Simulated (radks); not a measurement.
The numbers below are computed, except where a source is named.
Species: Ba3+. Configuration: [Kr] 4d10 5s2 5p5 (the NIST ground configuration). Code: a radial shooting solver on a logarithmic mesh with Libxc functionals. Model: Dirac Kohn-Sham, PBEsol, spin-unpolarised, spherical densities, finite nucleus; open shells fill j = l - 1/2 first; Fermi nuclear charge, rms radius 4.8378 fm. Some entries of the table are withheld. Estimate them.

orbital  occ.  eigenvalue (eV)  <r> (bohr)  r(max) (bohr)
1s1/2       2        -37234.58         (1)        0.01643
2s1/2       2        -5905.238      0.1093        0.09306
2p1/2       2        -5565.065     0.09195        0.07108
2p3/2       4        -5183.601     0.09794        0.07615
3s1/2       2        -1266.647      0.2918         0.2667
3p1/2       2        -1123.763      0.2816         0.2532
3p3/2       4        -1050.038      0.2936         0.2643
3d3/2       4        -799.0279      0.2644         0.2132
3d5/2       6        -783.3046      0.2682         0.2164
4s1/2       2        -268.8521      0.6738         0.6253
4p1/2       2        -216.8927      0.6967         0.6373
4p3/2       4        -201.4646      0.7240         0.6615
4d3/2       4        -116.5255      0.7935            (2)
4d5/2       6        -113.8990      0.8034            (3)
5s1/2       2              (4)       1.603          1.459
5p1/2       2         -43.7100       1.784          1.598
5p3/2       3         -41.3924       1.853          1.661
4f5/2       0         -22.5648       1.284         0.8089
4f7/2       0         -22.3575       1.296         0.8146
6s1/2       0         -19.4860         (5)          3.337

Answer. 
(1) 1s1/2 <r> (bohr): 0.02559
(2) 4d3/2 r(max) (bohr): 0.6907
(3) 4d5/2 r(max) (bohr): 0.6988
(4) 5s1/2 eigenvalue (eV): -57.7563
(5) 6s1/2 <r> (bohr): 3.537
